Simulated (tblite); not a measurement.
What does the GFN2-xTB structure of InChI=1S/C6H10ClFO/c1-3-6(2,4-8)5(7)9/h3-4H2,1-2H3/t6-/m0/s1 look like in three dimensions?

```xyz
19
C6H10ClFO angstrom
C      1.958   -0.101   -0.770
C      0.654    0.684   -0.675
C     -0.406    0.023    0.230
C     -1.648    0.922    0.314
C     -0.819   -1.355   -0.312
F     -1.249   -1.243   -1.608
C      0.143   -0.191    1.616
O      0.239   -1.217    2.205
Cl     0.659    1.303    2.398
H      1.812   -1.050   -1.279
H      2.688    0.471   -1.336
H      2.371   -0.297    0.218
H      0.862    1.681   -0.285
H      0.221    0.792   -1.670
H     -2.110    0.979   -0.668
H     -1.378    1.924    0.636
H     -2.371    0.512    1.016
H     -1.651   -1.767    0.267
H      0.015   -2.060   -0.305
```

Any rigid rotation of these coordinates is as good. Atoms count from 1 in this order. The 5 C–C bonds span 1.506 Å (C3–C7, drawn single) to 1.542 Å (C2–C3, drawn single), a spread of 0.036 Å. Of the pairs four or more bonds apart, C7···H12 is among the closest relative to their van der Waals radii: 2.63 Å, 91 % of the sum of Bondi's values.

Bonds between heavy atoms (Å): C1–C2 1.525, C2–C3 1.542, C3–C4 1.536, C3–C5 1.538, C5–F6 1.370, C3–C7 1.506, C7=O8 1.186, C7–Cl9 1.764.

Computed geometry: GFN2-xTB, gas phase.

Point group: C1 (no symmetry element, even within 0.4 Å). Its GFN2-xTB frequencies are all real (lowest 45 cm⁻¹). One conformer, not necessarily the lowest (C1–C2–C3–C4 177°, C2–C3–C5–F6 -55°, C2–C3–C7–O8 -122°).
